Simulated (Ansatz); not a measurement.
The cluster Rb₅H₄. The state is a doublet with charge 0. Geometry B3LYP-D4/def2-SVP; atoms count from 1.

| atom | x (Å) | y (Å) | z (Å) |
| --- | --- | --- | --- |
| Rb1 | 1.184 | 2.063 | 0.012 |
| Rb2 | -2.114 | -0.168 | 1.090 |
| Rb3 | 1.187 | -2.024 | -0.549 |
| Rb4 | 1.753 | -0.441 | 4.314 |
| Rb5 | -1.189 | 0.374 | -2.836 |
| H6 | -1.495 | -1.746 | -1.071 |
| H7 | 0.704 | -0.254 | 1.647 |
| H8 | 1.467 | 0.263 | -2.044 |
| H9 | -1.498 | 1.932 | -0.564 |

In the def2 sets Rb takes a core potential; there is no spin–orbit coupling. The structure comes from a short search, and lower isomers may exist.

Estimate the Mulliken populations from the PBE0/def2-TZVP orbitals of Ansatz.


| atom | charge (e) | spin (α − β) |
| --- | --- | --- |
| Rb1 | 0.75 | 0.00 |
| Rb2 | 0.74 | 0.00 |
| Rb3 | 0.72 | 0.00 |
| Rb4 | -0.14 | 0.97 |
| Rb5 | 0.28 | -0.01 |
| H6 | -0.57 | 0.00 |
| H7 | -0.65 | 0.04 |
| H8 | -0.57 | 0.00 |
| H9 | -0.57 | 0.00 |
Mulliken values and Mayer orders depend strongly on the basis.

Where does the spin sit?

Summed by element: Rb 0.96, H 0.04, of 1 unpaired in all. Largest on single atoms: Rb4 0.97, H7 0.04, Rb5 -0.01.
